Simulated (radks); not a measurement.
Values are calculated unless marked as measured or tabulated.
Task: The mean radii <r> (bohr) of the occupied orbitals of an atom or ion are listed with their occupations. Code: a radial shooting solver on a logarithmic mesh with Libxc functionals. Model: non-relativistic Kohn-Sham, LB94 model potential, spin-polarised, spherical densities, point nucleus.

| orbital | occ. | <r> |
|---|---|---|
| 1s | 2 | 0.05100 |
| 2s | 2 | 0.2291 |
| 2p | 6 | 0.1988 |
| 3s | 2 | 0.6948 |
| 3p | 6 | 0.7206 |
| 3d | 10 | 0.8821 |
| 4s | 2 | 2.524 |

Name the element and its charge. Open shells, if any, are filled with parallel spins first.

Result: Z = 30, zinc, charge 0: Zn in [Ar] 3d10 4s2. The 1s radius gives Z: for a bare nucleus <r> = 1.5/Z, 0.05 bohr for Z = 30, and screening makes it slightly larger (0.05100 here). The occupations add up to 30, and the charge is Z minus that.
